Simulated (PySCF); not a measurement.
PySCF job for Si(H)(F)(Br)(OH) (BrFH2OSi), SMILES Br[SiH](O)F, TDA-ωB97X/def2-SVPD. Geometry optimised at r2SCAN-D4/def2-SVP. Other conformers were not sampled.

```python
import numpy as np
from pyscf import gto, scf, dft, tdscf

mol = gto.M(
    atom='''
    Si   -0.38807757    0.39320718    0.85613518
    O    -1.79737597   -0.40375380    1.10544632
    F    -0.66432594    1.91369345    0.38277637
    Br    0.79360851   -0.55057826   -0.76403213
    H     0.35928745    0.40608987    2.12210780
    H    -2.34455817   -0.63396185    0.34456642
    ''',
    basis='def2-SVPD',
    charge=0,
    spin=0,
    max_memory=1600,
    verbose=4,
)
mf = dft.RKS(mol, xc='wb97x').density_fit(auxbasis='def2-universal-jkfit')
mf.grids.level = 3
mf.conv_tol = 1e-9
mf.max_cycle = 100
mf.kernel()
mf.grids = dft.Grids(mol).set(level=1).build(with_non0tab=True)  # coarser grid for the response kernel
td = tdscf.TDA(mf)
td.singlet = True
td.nstates = 10
td.conv_tol = 1e-4
td.kernel(x0=td.get_init_guess(mf, 15))
td.analyze()
tt = tdscf.TDA(mf)
tt.singlet = False
tt.nstates = 4
tt.conv_tol = 1e-4
tt.kernel(x0=tt.get_init_guess(mf, 9))
tt.analyze(verbose=3)
```

Output:

```
PySCF version 2.14.0

[INPUT] verbose = 4
[INPUT] num. atoms = 6
[INPUT] num. electrons = 68
[INPUT] charge = 0
[INPUT] spin (= nelec alpha-beta = 2S) = 0
[INPUT] symmetry False subgroup None
[INPUT] Mole.unit = angstrom
[INPUT] Symbol           X                Y                Z      unit          X                Y                Z       unit  Magmom
[INPUT]  1 Si    -0.388077570000   0.393207180000   0.856135180000 AA   -0.733360322387   0.743053880413   1.617861015805 Bohr   0.0
[INPUT]  2 O     -1.797375970000  -0.403753800000   1.105446320000 AA   -3.396548326174  -0.762984103752   2.088990790208 Bohr   0.0
[INPUT]  3 F     -0.664325940000   1.913693450000   0.382776370000 AA   -1.255394084044   3.616356506874   0.723342506255 Bohr   0.0
[INPUT]  4 Br     0.793608510000  -0.550578260000  -0.764032130000 AA    1.499702734024  -1.040442121540  -1.443811476068 Bohr   0.0
[INPUT]  5 H      0.359287450000   0.406089870000   2.122107800000 AA    0.678954880493   0.767398636260   4.010202548803 Bohr   0.0
[INPUT]  6 H     -2.344558170000  -0.633961850000   0.344566420000 AA   -4.430572824411  -1.198014269923   0.651136165522 Bohr   0.0

nuclear repulsion = 338.594518924956
number of shells = 51
number of NR pGTOs = 211
number of NR cGTOs = 127
basis = def2-SVPD
ecp = {}


[settings echo left out]
init E= -3038.65876159251
  HOMO = -0.392919935414505  LUMO = 0.00487808396969491  gap/eV = 10.82464
cycle= 1 E= -3039.41692283382  delta_E= -0.758  |g|= 0.775  |ddm|= 2.79
  HOMO = -0.372592167724008  LUMO = 0.0530272996301906  gap/eV = 11.58170
cycle= 2 E= -3039.41808121001  delta_E= -0.00116  |g|= 0.833  |ddm|= 1.51
  HOMO = -0.414504557850489  LUMO = 0.0590314055264205  gap/eV = 12.88557
cycle= 3 E= -3039.53622425646  delta_E= -0.118  |g|= 0.0525  |ddm|= 0.617
  HOMO = -0.417831897591808  LUMO = 0.0642235686510055  gap/eV = 13.11740
cycle= 4 E= -3039.53687054881  delta_E= -0.000646  |g|= 0.0157  |ddm|= 0.0966
  HOMO = -0.416546225055088  LUMO = 0.0643149107193985  gap/eV = 13.08490
cycle= 5 E= -3039.53695288211  delta_E= -8.23e-05  |g|= 0.00505  |ddm|= 0.0437
  HOMO = -0.416760629983489  LUMO = 0.0643687785584608  gap/eV = 13.09220
cycle= 6 E= -3039.53695887006  delta_E= -5.99e-06  |g|= 0.00126  |ddm|= 0.00921
  HOMO = -0.416679255032868  LUMO = 0.0643584530742447  gap/eV = 13.08970
cycle= 7 E= -3039.5369593662  delta_E= -4.96e-07  |g|= 0.000397  |ddm|= 0.00266
  HOMO = -0.416708954840438  LUMO = 0.0643556275210515  gap/eV = 13.09043
cycle= 8 E= -3039.53695943099  delta_E= -6.48e-08  |g|= 0.000191  |ddm|= 0.000778
  HOMO = -0.416714451751901  LUMO = 0.0643531212286357  gap/eV = 13.09052
cycle= 9 E= -3039.53695944154  delta_E= -1.05e-08  |g|= 6.32e-05  |ddm|= 0.000255
  HOMO = -0.416710669442837  LUMO = 0.0643547518251029  gap/eV = 13.09046
cycle= 10 E= -3039.53695944301  delta_E= -1.48e-09  |g|= 7.88e-06  |ddm|= 0.000129
  HOMO = -0.416712353999888  LUMO = 0.0643545977952154  gap/eV = 13.09050
cycle= 11 E= -3039.53695944304  delta_E= -2.46e-11  |g|= 2.63e-06  |ddm|= 3.32e-05
  HOMO = -0.416711779741767  LUMO = 0.0643545933739968  gap/eV = 13.09048
Extra cycle  E= -3039.53695944305  delta_E= -1.18e-11  |g|= 2.26e-06  |ddm|= 6.06e-06
converged SCF energy = -3039.53695944305
tot grids = 29168


******** <class 'pyscf.tdscf.rks.TDA'> for <class 'pyscf.df.df_jk.DFRKS'> ********
nstates = 10 singlet
deg_eia_thresh = 1.000e-03
wfnsym = None
conv_tol = 0.0001
eigh lindep = 1e-12
eigh level_shift = 0
eigh max_cycle = 100


Excitation energies (eV)
[7.80470827 7.8415624  8.52542065 8.70307792 8.78075731 8.94382212
 9.12535157 9.19731492 9.27292817 9.59770511]

** Singlet excitation energies and oscillator strengths **
Excited State   1:      7.80471 eV    158.86 nm  f=0.0243
      33 -> 35        0.10376
      34 -> 35       -0.44727
      34 -> 36       -0.44601
      34 -> 41        0.17968
Excited State   2:      7.84156 eV    158.11 nm  f=0.0440
      33 -> 35        0.43895
      33 -> 36        0.45466
      33 -> 41       -0.17974
      33 -> 43       -0.10869
      34 -> 35        0.10479
Excited State   3:      8.52542 eV    145.43 nm  f=0.0192
      31 -> 35        0.13353
      34 -> 35       -0.42710
      34 -> 36        0.41380
      34 -> 42       -0.16452
      34 -> 43        0.14419
Excited State   4:      8.70308 eV    142.46 nm  f=0.0292
      33 -> 35       -0.34573
      33 -> 36        0.34285
      33 -> 37        0.32069
      33 -> 38       -0.21449
      33 -> 39        0.15119
      33 -> 40       -0.15996
      33 -> 41       -0.11944
      33 -> 48        0.10348
Excited State   5:      8.78076 eV    141.20 nm  f=0.0086
      33 -> 35       -0.15092
      33 -> 36        0.15126
      33 -> 37       -0.32705
      33 -> 42       -0.10690
      34 -> 37       -0.45041
      34 -> 38        0.17038
      34 -> 40        0.13802
Excited State   6:      8.94382 eV    138.63 nm  f=0.0459
      32 -> 36        0.19866
      33 -> 35        0.26017
      33 -> 36       -0.10074
      33 -> 37        0.35124
      33 -> 39        0.23102
      33 -> 42        0.12314
      34 -> 37       -0.29180
      34 -> 38        0.12422
      34 -> 40        0.10574
Excited State   7:      9.12535 eV    135.87 nm  f=0.0973
      32 -> 35        0.11700
      33 -> 38       -0.13068
      33 -> 39       -0.13647
      34 -> 35        0.13368
      34 -> 38        0.38851
      34 -> 39        0.38200
      34 -> 41        0.21777
      34 -> 47        0.10471
Excited State   8:      9.19731 eV    134.80 nm  f=0.0294
      32 -> 35        0.13531
      32 -> 36        0.28214
      32 -> 41       -0.10180
      33 -> 36       -0.13500
      33 -> 38       -0.35265
      33 -> 39       -0.31579
      33 -> 41       -0.16850
      33 -> 43       -0.13416
      34 -> 37       -0.13582
      34 -> 38       -0.11393
      34 -> 39       -0.11598
Excited State   9:      9.27293 eV    133.71 nm  f=0.0586
      31 -> 35        0.37442
      31 -> 36       -0.21010
      32 -> 35        0.36622
      32 -> 36       -0.11130
      34 -> 39       -0.22336
      34 -> 43       -0.16309
Excited State  10:      9.59771 eV    129.18 nm  f=0.0188
      30 -> 35        0.17529
      31 -> 35       -0.34352
      31 -> 36        0.19960
      31 -> 37        0.10634
      32 -> 35        0.33501
      32 -> 36       -0.27401
      32 -> 39       -0.15565

** Transition electric dipole moments (AU) **
state          X           Y           Z        Dip. S.      Osc.
  1        -0.1947     -0.2780      0.1085      0.1270      0.0243
  2         0.2870      0.0263      0.3818      0.2288      0.0440
  3        -0.2431     -0.1284      0.1270      0.0917      0.0192
  4        -0.3602     -0.0059     -0.0845      0.1369      0.0292
  5        -0.1828      0.0673     -0.0454      0.0400      0.0086
  6         0.3868     -0.1489      0.1939      0.2094      0.0459
  7         0.1314      0.6389     -0.0995      0.4354      0.0973
  8        -0.3604     -0.0152     -0.0205      0.1306      0.0294
  9        -0.2738      0.3968      0.1599      0.2580      0.0586
 10        -0.0013     -0.1813      0.2173      0.0801      0.0188

** Transition velocity dipole moments (imaginary part, AU) **
state          X           Y           Z        Dip. S.      Osc.
  1        -0.0650     -0.1151      0.0405      0.0191      0.0444
  2         0.1106     -0.0039      0.1166      0.0259      0.0598
  3        -0.0661     -0.0219      0.0337      0.0060      0.0127
  4        -0.0876     -0.0180     -0.0112      0.0081      0.0169
  5        -0.0291      0.0163     -0.0016      0.0011      0.0023
  6         0.0864     -0.0415      0.0687      0.0139      0.0282
  7         0.0220      0.1712     -0.0167      0.0301      0.0598
  8        -0.1030      0.0067      0.0238      0.0112      0.0221
  9        -0.0795      0.1491      0.0639      0.0326      0.0638
 10        -0.0141     -0.0632      0.0822      0.0110      0.0207

** Transition magnetic dipole moments (imaginary part, AU) **
state          X           Y           Z
  1         0.1455      0.0033      0.1985
  2         0.0859      0.3165     -0.0896
  3         0.3928     -0.2379      0.5657
  4        -0.5490     -0.1532      0.0915
  5         0.2984     -0.4083     -0.0632
  6        -0.0881      0.5304     -0.2021
  7        -0.5041     -0.0934     -0.3710
  8        -0.1951     -0.5353      0.1376
  9         0.1903     -0.2624      0.7318
 10         0.2873     -1.2091     -0.1889


******** <class 'pyscf.tdscf.rks.TDA'> for <class 'pyscf.df.df_jk.DFRKS'> ********
nstates = 4 triplet
deg_eia_thresh = 1.000e-03
wfnsym = None
conv_tol = 0.0001
eigh lindep = 1e-12
eigh level_shift = 0
eigh max_cycle = 100


Excitation energies (eV)
[7.24448012 7.27661102 8.18567185 8.3796365 ]

** Triplet excitation energies and oscillator strengths **
Excited State   1:      7.24448 eV    171.14 nm  f=0.0000
Excited State   2:      7.27661 eV    170.39 nm  f=0.0000
Excited State   3:      8.18567 eV    151.46 nm  f=0.0000
Excited State   4:      8.37964 eV    147.96 nm  f=0.0000
```

The run converged.

Cost: around 3 core-minutes (rough).
